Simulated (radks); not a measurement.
All-electron atom: the scandium ion Sc2+ in [Ne] 3s2 3d(up 0.5, down 0.5) 3p(up 3, down 3) (fractional occupations, a model configuration).

Method: non-relativistic Kohn-Sham, r2SCAN, spin-polarised, spherical densities, point nucleus; meta-GGA in the generalised Kohn-Sham scheme; computed with a radial shooting solver on a logarithmic mesh with Libxc functionals.

Energy parts (hartree):
total: -759.84613
kinetic: 759.16026
electron-nucleus: -1787.95147
Hartree: 307.48087
exchange-correlation: -38.53579

Orbitals (lengths in bohr, moments of r in powers of bohr; <r^-3> diverges for s and p1/2):
orbital	occ.	eigenvalue (hartree)	<r^2>	<1/r>	<r>	<r^-3>
1s	2	-161.8887	0.007276	20.53	0.07361	-
2s	2	-18.07408	0.1408	4.268	0.3450	-
2p	6	-14.98095	0.1172	4.186	0.3082	218.8
3s	2	-2.63110	1.347	1.289	1.082	-
3p	6	-1.82887	1.593	1.168	1.165	23.84
3d	1	-0.64033	3.050	0.8485	1.550	1.650

The highest occupied level is 3d at -17.424 eV. Summed over all electrons, <r^2> = 16.30 bohr^2, which gives a Langevin (diamagnetic) susceptibility term of -12.9 x 10^-6 cm^3/mol. The density falls to 0.001 e/bohr^3 at r = 3.09 bohr.
